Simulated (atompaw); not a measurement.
Cutoff test, Se (Z = 34), PAW (atompaw)

```
Element                 : selenium
Generator               : atompaw 4.2.0.5
Type                    : PAW
Functional              : PBEsol
Relativity              : scalar-relativistic
Frozen core             : [Ar] 3d10
Valence charge          : 6
Reference configuration : 4s2 4p3.5 (charge +0.5)
Partial waves           : 4s (bound): rc 1.85 bohr; 4s channel at -1.1 Ry: rc 1.85 bohr; 4p (bound): rc 1.60 bohr; 4p channel at 2.95 Ry: rc 1.60 bohr
Local potential         : bessel scheme, radius 1.50 bohr
Core correction         : smooth core density matched at 1.35 bohr
Augmentation charge     : sinc compensation charge, radius 1.55 bohr; PAW radius 1.85 bohr; waves and projectors: custom rrkj vanderbiltortho
```

The pseudo-atom Hamiltonian at the reference potential is diagonalised in spherical Bessel functions j_l(qr) that vanish at 20 bohr, with q² up to the cutoff. All-electron valence levels (Ry): 4s -1.6102, 4p -0.7935.

Problem. How do the lowest levels (Ry) of each channel move with the cutoff, and are there ghosts?

Solution.

| cutoff (Ry) | s #1 | p #1 | d #1 | f #1 | f #2 | Σ f·Δε (mRy) |
| --- | --- | --- | --- | --- | --- | --- |
| 8 | -1.6098 | -0.7896 | -0.0635 | 0.0378 | 0.1509 | 14.7 |
| 10 | -1.6099 | -0.7928 | -0.0664 | 0.0378 | 0.1509 | 3.3 |
| 15 | -1.6100 | -0.7932 | -0.0693 | 0.0378 | 0.1509 | 1.6 |
| 18 | -1.6101 | -0.7933 | -0.0699 | 0.0378 | 0.1509 | 1.1 |
| 25 | -1.6102 | -0.7933 | -0.0701 | 0.0378 | 0.1509 | 0.7 |
| 30 | -1.6102 | -0.7934 | -0.0701 | 0.0378 | 0.1509 | 0.6 |
| 400 | -1.6102 | -0.7935 | -0.0701 | 0.0378 | 0.1509 | 0.0 |

Result: no extra level below or beside the all-electron valence levels (s, p, d, f tested); 10 mRy is reached at 10 Ry and 1 mRy at 21 Ry.
